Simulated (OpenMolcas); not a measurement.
## Sm2+: the spin-orbit constant, worked from levels

```json
{
  "Program": "OpenMolcas 26.06",
  "Basis": "ANO-RCC-VDZP [7s6p4d2f1g]",
  "Scalar Hamiltonian": "DKH2, point nucleus",
  "Active space": "6 electrons in 7 orbitals (4f)",
  "State averaging": "2S+1 = 7 even, 7 roots; 2S+1 = 5 even, 140 roots (77 in the spin-orbit step); 2S+1 = 3 even, 112 roots kept (CI in the orbitals of an earlier block, 3 in the spin-orbit step); 2S+1 = 1 even, 47 roots kept (CI in the orbitals of an earlier block, 0 in the spin-orbit step)",
  "Spin-orbit coupling": "state interaction with AMFI integrals over the reference wave functions, term energies averaged over their components"
}
```

Methods: CASSCF; SS-CASPT2, IPEA 0.25 Eh, imaginary shift 0.1 Eh (closed shells correlated: 5s 5p). Measured levels: Martin, Zalubas and Hagan, Atomic Energy Levels: The Rare-Earth Elements, NSRDS-NBS 60 (1978).

**The spin-orbit constant.** For the Hund term 7F of f6, E(J) = (A/2) J(J+1) + constant and ζ = 2S·A = 6A. From J = 0 to J = 6 the energy changes by 21 A.

```
   Source  E(6) - E(0)      A     ζ
   CASSCF       4203.3  200.2  1201
SS-CASPT2       4338.5  206.6  1240
 measured       4027.0  191.8  1151
```

All in cm-1. SS-CASPT2 is off by +7.7 % and CASSCF by +4.4 %. Both methods take the spin-orbit matrix elements from the reference wave functions, so the second can move ζ only through the term energies and any multistate remixing. Second-order mixing with other terms is absorbed into this ζ.

CASPT2 does not keep the components of a term degenerate, so their means are used; among the terms shown or strongly mixed into the levels shown the widest spread is 150 cm-1 (4f6 7F, SS-CASPT2). High states are left out of the spin-orbit mixing, which shifts the levels that they would mix with. Without dynamic correlation excited terms often stand tens of per cent too high (terms of higher spin than the ground term too low), and those without a measured partner can miss by more than the paired ones (holds for CASSCF). Computed and measured levels are paired by configuration, term and J; levels that our copy of the source lacks, or whose pairing is in doubt (as where it misses far off the trend of its configuration), stay unpaired and out of the deviations. Levels of configurations outside the active space are missing.
